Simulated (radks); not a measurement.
Question: Valence configurations of Br II (all share [Ar]). Method: scalar-relativistic Kohn-Sham, PBE, spin-polarised, spherical densities, finite nucleus; open shells are filled with parallel spins first; Fermi nuclear charge, rms radius 4.1629 fm; computed with a radial shooting solver on a logarithmic mesh with Libxc functionals. Order these by energy: 3d10 4p6; 3d10 4s1.5 4p4.5; 3d8 4s2 4p6; 3d8.5 4s2 4p5.5; 3d10 4s2 4p4; 3d10 4s1 4p5; 3d9 4s2 4p5; 3d9.5 4s2 4p4.5; 3d10 4s0.5 4p5.5.

Answer: From the lowest, in eV above it: 3d10 4s2 4p4 0.000; 3d10 4s1.5 4p4.5 6.464; 3d10 4s1 4p5 12.944; 3d10 4s0.5 4p5.5 20.218; 3d10 4p6 27.054; 3d9.5 4s2 4p4.5 31.820; 3d9 4s2 4p5 66.084; 3d8.5 4s2 4p5.5 102.85; 3d8 4s2 4p6 142.16. NIST lists [Ar] 3d10 4s2 4p4 as the ground configuration; this level of theory agrees among the configurations tried. The energies are those of spherical high-spin densities, not of single terms.
